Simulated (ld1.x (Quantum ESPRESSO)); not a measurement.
# Transferability test, ultrasoft potential for gallium (Ga)

- Element: gallium (Ga)
- Generator: ld1.x (Quantum ESPRESSO) 7.5
- Type: ultrasoft
- Functional: PBE
- Relativity: scalar-relativistic
- Frozen core: [Ar] 3d10
- Valence charge: 3
- Reference configuration: 4s1 4p0 (charge +2)
- Partial waves: 4s (bound): rcut 1.40, rcutus 1.95 bohr; 4s channel at 1.55 Ry: rcut 1.40, rcutus 1.95 bohr; 4p (bound, empty): rcut 2.00, rcutus 2.50 bohr; 4p channel at -0.65 Ry: rcut 2.00, rcutus 2.50 bohr
- Local potential: all-electron potential smoothed inside 1.90 bohr (lloc = -1)
- Core correction: a·sin(br)/r model core, default radius (core density twice the valence density)
- Augmentation charge: PSQ, inside the norm-conserving radii

Energies are relative to the spin-unpolarised reference configuration 4s1 4p0; without spin polarisation the order of configurations can differ from experiment.

```
valence configuration  charge  ΔE all-electron (eV)  error AE − PS (meV)
              4s2 4p1       0               -26.816                 -141
              4s2 4p0      +1               -21.128                  -82
              4s0 4p3       0               -13.445                  -14
              4s1 4p1      +1               -13.756                  -28
              4s1 4p2       0               -20.278                  -64
```

(1) What are ΔE and the potential's error for 4s2 4p1.3?

(2) What are ΔE and the potential's error for 4s2 4p0.5?

Levels in the configuration 4s2 4p1.3:

```json
{"level": "4s", "all-electron (eV)": "-7.153", "pseudo (eV)": "-7.047"}
{"level": "4p", "all-electron (eV)": "-1.022", "pseudo (eV)": "-1.009"}
```

Answers

(1) ΔE = -27.350 eV all-electron; the error (AE − PS) is -148 meV.

(2) ΔE = -24.786 eV all-electron; the error (AE − PS) is -118 meV.
